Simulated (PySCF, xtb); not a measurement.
BH₇OSi₂, SMILES OB([SiH3])[SiH3]. Atoms are numbered in the order given.

```xyz
11

B     -0.3604    -0.3253     0.0590
O     -1.3410    -1.2424     0.2354
H     -2.1631    -1.0469    -0.2378
Si    -0.6231     1.3332    -1.1104
H      0.3923     1.3803    -2.2073
H     -0.4693     2.5815    -0.3012
H     -1.9868     1.3539    -1.7386
Si     1.4141    -0.6579     1.0090
H      1.7651     0.5216     1.8621
H      2.5081    -0.7977    -0.0044
H      1.4099    -1.8798     1.8698
```
Charge 0, spin multiplicity 1.

Geometry optimised at B3LYP-D3(BJ)/def2-SVP. This is a generated structure with no PubChem entry under its InChIKey; it may be hypothetical. The values are those of a single conformer.

Level of theory: C-PCM-B3LYP/def2-SVP in PySCF 2.14.0.

The values are the electrostatic part of the solvation free energy, E(continuum) − E(gas) at the gas-phase geometry, in a cavity of scaled van der Waals radii (PySCF's table); cavitation and dispersion terms are not included. In vacuum the orbital gap is 5.41 eV. The dipole moment in vacuum is 1.93 D.

Estimate the values in water (ε = 78.36), ethylethanoate (ε = 5.99), methanol (ε = 32.61). (Estimate from the structure and the level; the computed values follow.)


```
solvent             ε  ΔG(elec) (kcal/mol)  dipole (D)  gap (eV)
--------------  -----  -------------------  ----------  --------
water           78.36                 -3.9        2.55      5.48
ethylethanoate   5.99                 -3.2        2.43      5.47
methanol        32.61                 -3.8        2.54      5.47
```

For comparison, GFN2-xTB/ALPB(water) (xtb, at the GFN2-xTB geometry, all terms of that model) gives -4.0 kcal/mol.
